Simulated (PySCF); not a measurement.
1,2-difluorocyclopenta-1,3-diene (C5H4F2), SMILES FC1=C(CC=C1)F.

Geometry optimised at B3LYP-D3(BJ)/def2-SVP. One conformer was computed; it need not be the lowest.

Computed with PySCF with B3LYP-D3(BJ)/def2-SVP.

Frequencies are harmonic and unscaled.

Computed normal modes with their intensities:
| mode | ν (cm⁻¹) | IR (km/mol) | Raman (Å⁴/amu) | depolarisation | moving atoms (share of kinetic energy) |
|---|---|---|---|---|---|
| 1 | 228 | 1.8 | 1.1 | 0.75 | C 35 %, F 33 %, H 32 % |
| 2 | 271 | 2.0 | 0.8 | 0.75 | F 91 %, C 8 % |
| 3 | 286 | 0.0 | 1.1 | 0.75 | C 72 %, F 20 %, H 8 % |
| 4 | 396 | 7.9 | 3.5 | 0.75 | C 50 %, H 45 % |
| 5 | 448 | 1.2 | 0.4 | 0.59 | F 45 %, C 42 %, H 13 % |
| 6 | 583 | 10.9 | 1.0 | 0.75 | C 58 %, H 39 % |
| 7 | 622 | 13.3 | 2.4 | 0.75 | C 57 %, F 37 % |
| 8 | 698 | 13.9 | 8.0 | 0.21 | C 51 %, F 43 % |
| 9 | 705 | 22.6 | 3.5 | 0.75 | H 53 %, C 46 % |
| 10 | 846 | 33.0 | 5.5 | 0.38 | C 74 %, H 17 %, F 9 % |
| 11 | 905 | 3.3 | 2.7 | 0.75 | C 59 %, H 41 % |
| 12 | 945 | 1.9 | 0.2 | 0.75 | H 79 %, C 21 % |
| 13 | 954 | 7.9 | 8.7 | 0.35 | H 52 %, C 47 % |
| 14 | 1054 | 27.8 | 13.4 | 0.49 | H 62 %, C 30 % |
| 15 | 1105 | 1.3 | 9.4 | 0.75 | H 88 %, C 12 % |
| 16 | 1140 | 20.3 | 4.3 | 0.32 | C 52 %, H 43 % |
| 17 | 1219 | 5.2 | 1.7 | 0.70 | C 46 %, H 46 % |
| 18 | 1274 | 63.5 | 2.4 | 0.73 | C 59 %, H 30 %, F 12 % |
| 19 | 1350 | 46.1 | 8.7 | 0.56 | C 74 %, H 21 % |
| 20 | 1390 | 37.5 | 25.0 | 0.43 | H 83 %, C 16 % |
| 21 | 1435 | 71.0 | 10.7 | 0.75 | C 78 %, H 16 % |
| 22 | 1610 | 19.5 | 41.5 | 0.16 | C 92 % |
| 23 | 1770 | 125.8 | 14.4 | 0.17 | C 94 % |
| 24 | 3032 | 2.8 | 181.4 | 0.14 | H 94 % |
| 25 | 3071 | 2.1 | 114.8 | 0.75 | H 91 %, C 9 % |
| 26 | 3219 | 0.8 | 80.2 | 0.67 | H 92 %, C 8 % |
| 27 | 3241 | 1.1 | 127.0 | 0.12 | H 90 %, C 10 % |
